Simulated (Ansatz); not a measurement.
methylamine (CH5N), singlet, geometry from GFN2-xTB; Ansatz (a quantum-chemistry and plane-wave program) with B3LYP/STO-3G.

Here is a job for Ansatz.
Ansatz 0.2 input:
```yaml
crystal:
  periodic: [false, false, false]
  atoms:
    - {symbol: C, position_ang: [0.06015742, 0.70059241, -0.00131411]}
    - {symbol: N, position_ang: [0.03966195, -0.75172453, 0.00299697]}
    - {symbol: H, position_ang: [-0.93451955, 1.16943137, -0.01795391]}
    - {symbol: H, position_ang: [-0.46398692, -1.09295311, 0.81518120]}
    - {symbol: H, position_ang: [-0.43905591, -1.09816464, -0.82195807]}
    - {symbol: H, position_ang: [0.58603787, 1.04291425, 0.88931393]}
    - {symbol: H, position_ang: [0.61294631, 1.03728935, -0.87767727]}
basis:
  gaussian:
    orbitals: STO-3G
hamiltonian:
  xc: b3lyp
```

What the program printed (banner, timings and long lists left out):

```
Functional definition: B3LYP
206 factors; integrals over basis functions are off by at most 2.0e-5 eV
mean field evaluation 1: about -2574.6352 eV, gradient 1.2e1 eV
mean field evaluation 2: about -2574.8101 eV, gradient 1.0e1 eV
mean field evaluation 4: about -2575.0918 eV, gradient 1.6e-1 eV
mean field evaluation 8: about -2575.0660 eV, gradient 9.3e-4 eV
mean field -2575.06604688 eV, -94.6319317805 hartree, gradient 4.9e-5 eV, S^2 0.000000; 0 other end points of the search recorded, 0 dependent functions left out
reference -2575.06619437 eV, -94.6319372005 hartree; 9, 9 occupied and 6, 6 virtual orbitals, 206 factors
Total energy: -2575.06619437 eV, -94.6319372005 hartree
```
